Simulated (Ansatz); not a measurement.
Sn10H16, a cluster cut from cubic tin. Total charge 0; singlet. Geometry PBE-D4/def2-SVP, basis def2-TZVP, Ansatz.

| run | HOMO (eV) | LUMO (eV) |
| --- | --- | --- |
| A | -9.20 | 0.29 |
| B | -8.81 | -0.10 |
| C | -6.42 | -2.33 |
| D | -7.03 | -1.72 |

In the def2 sets Sn takes a core potential; there is no spin–orbit coupling. LC-ωPBE has ω = 0.4 bohr⁻¹. Single mean-field runs in def2-TZVP are fitted with def2-universal-jkfit.

Question: The runs used LC-ωPBE, PBE0, r2SCAN, ωB97M-V. Estimate which is which.

Answer: A LC-ωPBE (range-separated); B ωB97M-V (range-separated); C r2SCAN (0 % exact exchange); D PBE0 (25 % exact exchange). Exact exchange lowers occupied and raises empty levels; among semilocal functionals meta-GGAs tend to open the gap a little, and such runs are hard to tell apart. The gap grows from 4.08 eV (r2SCAN) to 9.49 eV (LC-ωPBE).
